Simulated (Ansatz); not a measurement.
Isolated molecules relaxed with PBE0-D4/def2-TZVP in Ansatz; ΔE leaves out vibrations. CCSD(T)/CBS is the MP2 limit (def2-TZVPP, def2-QZVPP) plus CCSD(T) − MP2 in def2-TZVPP, frozen cores. This one scheme is used for every species. DFT in def2-TZVPP. Each species was taken in one conformer, which may not be the lowest.

Reaction (formal hydrolysis of a C–C bond): `FC(F)C(F)(F)C(F)F` + H₂O → `OC(F)F` + `FC(F)C(F)F`

`FC(F)C(F)(F)C(F)F`:

Z-matrix (Å, degrees):
```
C
F 1 1.351
C 1 1.533 2 108.6
F 1 1.340 2 108.7 3 118.7
H 1 1.093 2 109.3 3 -121.7
F 3 1.344 1 108.0 2 -175.0
F 3 1.344 1 109.8 2 66.6
C 3 1.533 1 112.5 2 -53.7
F 8 1.340 3 109.2 1 -172.1
F 8 1.352 3 108.6 1 -53.7
H 8 1.093 3 111.3 1 66.8
```

H₂O:

Cartesian coordinates in Å:
```
O -0.186 0.196 -0.280
H -0.509 -0.015 0.599
H 0.695 -0.181 -0.319
```

`OC(F)F`:

Z-matrix (Å, degrees):
```
C
F 1 1.355
F 1 1.355 2 105.7
O 1 1.346 2 111.4 3 -121.2
H 1 1.091 2 109.4 3 117.7
H 4 0.966 1 108.8 2 58.9
```

`FC(F)C(F)F`:

Cartesian coordinates in Å:
```
F 1.419 0.368 -0.961
C 0.148 -0.038 -0.748
F -0.685 0.825 -1.352
C -0.110 -0.058 0.754
F -1.323 -0.610 0.974
F -0.112 1.193 1.242
H 0.011 -1.033 -1.185
H 0.652 -0.646 1.276
```

(1) Is it downhill or uphill in electronic energy at CCSD(T)/CBS, and by how much? (Estimate.)

(2) What do these levels give: PBE-D4, B97M-V, BHLYP-D4, ωB97M-V, BLYP, PBE0, CAM-B3LYP, RPA@PBE/def2-TZVPP, MP2/def2-SVP, MP2/def2-TZVPP, HF/def2-QZVPP, MP2/CBS(def2)? (Estimate.)

Largest T1 diagnostic among the species: 0.012.

Answers

(1) The calculation gave: Downhill: ΔE = -2.9 kcal/mol.

(2) Ansatz gave: PBE-D4 -5.6, B97M-V -4.7, BHLYP-D4 -6.0, ωB97M-V -4.4, BLYP -8.0, PBE0 -6.6, CAM-B3LYP -6.9, RPA@PBE/def2-TZVPP -3.6, MP2/def2-SVP -6.8, MP2/def2-TZVPP -4.0, HF/def2-QZVPP -8.9, MP2/CBS(def2) -2.8 kcal/mol.

In def2-TZVPP, CCSD(T) changes the Hartree–Fock value by +4.9 kcal/mol (the triples alone add +0.5 kcal/mol) and MP2 by +5.0 kcal/mol. At CCSD(T), def2-SVP lies −3.8 kcal/mol from the extrapolated value and def2-TZVPP −1.2 kcal/mol.
